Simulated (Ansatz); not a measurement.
`F[Si](F)(Br)Br` + H₂O → `O[Si](F)(Br)Br` + H–F at 298.15 K and 1 bar (formal hydrolysis of the Si–F bond).

Isolated molecules relaxed with PBE0-D4/def2-TZVP in Ansatz; ΔE leaves out vibrations. CCSD(T)/CBS adds triple-zeta CCSD(T) − MP2 to the extrapolated MP2 energy (def2 sets, frozen cores). This one scheme is used for every species. For Br outer-core shells are correlated without core-valence functions, which leaves a few kJ/mol of doubt a bond. Scalar relativity is left out up to krypton. One conformer a species, not always the lowest.

```json
{"species": "`F[Si](F)(Br)Br`", "CCSD(T)/CBS energy (Eh)": "-5635.53679", "H − E (kJ/mol)": "42.0", "S (J/(mol·K))": "346.9"}
{"species": "H₂O", "CCSD(T)/CBS energy (Eh)": "-76.37941", "H − E (kJ/mol)": "66.4", "S (J/(mol·K))": "188.7"}
{"species": "`O[Si](F)(Br)Br`", "CCSD(T)/CBS energy (Eh)": "-5611.50823", "H − E (kJ/mol)": "73.0", "S (J/(mol·K))": "365.0"}
{"species": "H–F", "CCSD(T)/CBS energy (Eh)": "-100.39570", "H − E (kJ/mol)": "33.5", "S (J/(mol·K))": "173.6"}
```

H − E and S are ideal-gas, rigid-rotor, harmonic terms from PBE0-D4/def2-TZVP, for one conformer and one mirror image of each species. 1 Eh = 2625.50 kJ/mol, R = 8.31446 J/(mol·K).

Q: By hand: ΔE, ΔH, ΔS and ΔG.

A: ΔE = (-5611.50823) + (-100.39570) − (-5635.53679) − (-76.37941) = 0.01227 Eh = 32.2 kJ/mol. Δ(H − E) = 73.0 + 33.5 − 42.0 − 66.4 = -1.9, so ΔH = 30.3 kJ/mol. ΔS = 365.0 + 173.6 − 346.9 − 188.7 = 3.0 J/(mol·K). ΔG = 30.3 − 298.15 × (3.0)/1000 = 29.4 kJ/mol.

Q: By hand: the equilibrium constant, and the temperature at which ΔG would vanish if ΔH and ΔS stayed fixed.

A: log₁₀ K = −ΔG/(RT ln 10) = -5.2. ΔG = 0 at ΔH/ΔS = 10100 K, far beyond where these terms or the molecules hold.

The number of gas molecules stays the same, so ΔS is small and ΔH decides. A doubt of 5 kJ/mol in ΔE shifts log₁₀ K by 0.9 here. Other conformers and mirror images would add mixing entropy, several J/(mol·K) or more a flexible species. These are equilibria of isolated gas molecules and say nothing of rates. Largest T1 diagnostic: 0.009 (customary marks: 0.02 for closed shells, 0.045 for open ones).
